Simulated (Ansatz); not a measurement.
Molecule: MgCl2 (charge +1, doublet). 
Geometry from a B3LYP-D3(BJ)/def2-TZVP (Ansatz, a program for electronic structure) optimisation:
```
Mg
Cl 1 2.2467
Cl 1 2.2467 2 180.00
```
Charge +1, spin multiplicity 2.

Basis-set convergence of Hartree-Fock and MP2 correlation energies (hartree) with Ansatz. Valence correlation only, unless marked. Open shells are spin-unrestricted. No spin-orbit coupling. Non-relativistic.

| basis | functions | E(HF) | E(corr, MP2) |
|---|---|---|---|
| def2-SVPD | 75 | -1118.03589 | -0.27863 |
| def2-TZVPPD | 137 | ? | ? |

**Question.** What belongs in the gaps?

**Answer.** 
- def2-TZVPPD, E(HF): -1118.41217
- def2-TZVPPD, E(corr, MP2): -0.36614
